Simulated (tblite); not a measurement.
C5H5F3Si.
SMILES with atom numbers: `[CH2:1]=[C:2]1[SiH2:3][C@H:4]1[C:5]([F:6])=[C:7]([F:8])[F:9]` (hydrogens: H10, H11 on C1; H12, H13 on Si3; H14 on C4)

Structure used (GFN2-xTB), in Å, numbered top down from 1:
```xyz
14
C5H5F3Si angstrom
C     -1.8241   -0.8300   -1.1326
C     -1.2822   -0.2970   -0.0605
Si    -1.0465   -0.0407    1.7555
C     -0.0493    0.5471    0.1974
C      1.2439   -0.0345   -0.1232
F      1.3954   -1.3469    0.1745
C      2.2909    0.6079   -0.6375
F      3.4966    0.0946   -0.8781
F      2.2560    1.9028   -0.9686
H     -2.7103   -1.4418   -1.0787
H     -1.4111   -0.6691   -2.1189
H     -0.4630   -1.1024    2.5494
H     -1.7826    1.0253    2.4094
H     -0.1144    1.5843   -0.1104
```

Computed with GFN2-xTB (tblite): harmonic, unscaled wavenumbers at the GFN2-xTB geometry, gas phase. Errors from tens to a few hundred cm⁻¹ against measured bands are possible. Modes of hydrogen on silicon can be 10 to 20 % off. One conformer, not necessarily the lowest.

Harmonic wavenumbers (cm⁻¹): 38.1, 77.8, 109.9, 162.7, 174.9, 241.8, 275.9, 344.9, 384.8, 417.5, 445.3, 457.0, 508.8, 538.2, 545.6, 622.7, 656.9, 703.5, 742.6, 806.0, 906.3, 922.6, 954.5, 1036.0, 1069.8, 1186.2, 1221.3, 1266.8, 1409.4, 1755.0, 1760.5, 2369.7, 2397.1, 3036.0, 3050.4, 3092.1.

A = 2369, B = 769.9, C = 768.7 MHz; mass 150.011 u (most abundant isotopes); point group C1, symmetry number 1.

Question: Zero-point energy?

Answer: Half the sum of the wavenumbers: 17844 cm⁻¹ = 51.02 kcal/mol.

Question: What is S at 298.15 K and 1 bar for an ideal gas of classical rigid rotors and harmonic oscillators?

Answer: Translation 40.95, rotation 29.82, vibration 29.48: S = 100.2 cal/(mol K).

Question: And Cp and H(298.15 K) − H(0)?

Answer: Cp = 38.76 cal/(mol K), of which vibrations give 30.81 (their classical limit is 36 R = 71.5); H(298.15 K) − H(0) = 7.06 kcal/mol without the zero-point energy, 4.69 from vibrations.

Question: What must be added to the electronic energy to get the Gibbs energy at 298.15 K and 1 bar?

Answer: ZPE + [H(298.15 K) − H(0)] − T·S = 51.02 + 7.06 − 29.89 = 28.19 kcal/mol.

Question: How do the functions run with temperature in this model?

Answer: 
```csv
T (K),S (cal/(mol K)),Cp (cal/(mol K)),H − H(0) (kcal/mol),G − H(0) (kcal/mol),ln q(vib)
150,79.0,24.1,2.35,-9.50,3.01
250,93.8,34.5,5.29,-18.16,5.64
400,112.7,46.1,11.40,-33.69,9.60
600,133.4,55.9,21.69,-58.38,14.55
900,157.9,64.3,39.84,-102.24,21.13
```

q(vib) and H(0) count from the zero-point level.

Hindered rotation and anharmonicity are outside this model. Other conformers, if any are populated, would add a mixing term that is left out. The structure is chiral; the term R ln 2 for an equal mix with its mirror image is left out.
